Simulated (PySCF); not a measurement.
## Energy profile

The step: SiH₄ + NH₃ + HF → SiH₃F ([F][SiH3]) + NH₃ + H₂; bonds formed: Si1–F7, H2–H8, H6–N9; bonds broken: Si1–H2, H6–F7, H8–N9 (atoms numbered as in the saddle structure below).

```tsv
atom	x (Å)	y (Å)	z (Å)
Si1	-0.4774	0.9219	-1.1556
H2	0.1033	-0.6046	-0.8689
H3	-0.6718	0.3251	-2.5408
H4	-0.0989	2.2955	-1.6290
H5	-1.8609	0.8440	-0.6024
H6	0.6014	-0.0455	1.5380
F7	0.3749	1.2813	0.3210
H8	0.2911	-0.9530	0.1945
N9	0.5375	-1.0536	1.3466
H10	1.4163	-1.5256	1.5267
H11	-0.2156	-1.4854	1.8698
```

Electronic energies by CCSD(T) at an estimated basis limit (MP2 extrapolated from triple and quadruple zeta, plus CCSD(T) − MP2 in triple zeta), on PBE0-D4/def2-TZVP structures; SiNH8F, singlet; no counterpoise correction. PySCF 2.14 with density fitting (its default auxiliary sets; JK sets also for MP2 and CCSD(T)); basis: def2-TZVPP and def2-QZVPP; cores frozen in the correlated methods. Extrapolation: Hartree–Fock as exp(−7.88 √X), correlation as X^−2.97.

Task: Give the profile in kJ/mol, counted from the separated reactants. (An estimate is asked for; the value comes from the calculation.)

Result: By the calculation:
| point | kJ/mol |
| --- | --- |
| separated: SiH4 (Si1, H2, H3, H4, H5; singlet) + HF (H6, F7; singlet) + NH3 (H8, N9, H10, H11; singlet) | 0.0 |
| start structure | -60.5 |
| saddle | 60.1 |
| end structure | -121.9 |
| separated: SiH3F (linked as [F][SiH3]; Si1, H3, H4, H5, F7; singlet) + H2 (H2, H8; singlet) + NH3 (H6, N9, H10, H11; singlet) | -104.7 |

T1 diagnostic: at most 0.012.

For scale, one of the runs: CCSD(T)/def2-TZVPP, 216 basis functions, launched by `OMP_NUM_THREADS=4 python run.py`. Time: 10 min of wall clock on 4 CPU threads of an Arm Neoverse V1; the host was shared. Peak host memory: 3.2 GiB.
